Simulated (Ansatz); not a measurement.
`O[CH2][AlH][Cl]` + `C[SiH2]N[SiH2]O` → `O[SiH2][AlH][Cl]` + `C[SiH2]NCO`  (redistribution)

Program: Ansatz. Geometries: PBE0-D4/def2-TZVP. ΔE: electronic, gas phase. CBS: MP2 limit from def2 TZ/QZ plus the TZ coupled-cluster correction, frozen cores. Functionals use def2-TZVPP. One conformer a species, not always the lowest.

```csv
level,ΔE (eV)
r2SCAN-D4,1.05
MP2/def2-QZVPP,1.20
```

Question: What does CCSD(T)/CBS give? (An estimate is asked.)

Answer: Computed: +1.10 eV. The listed levels differ from it by -0.05, 0.10 eV.

Largest T1 diagnostic among the species: 0.011.

From PBE to PBE0 (25 % exact exchange), in def2-TZVPP and without D4, ΔE moves by +0.05 eV.
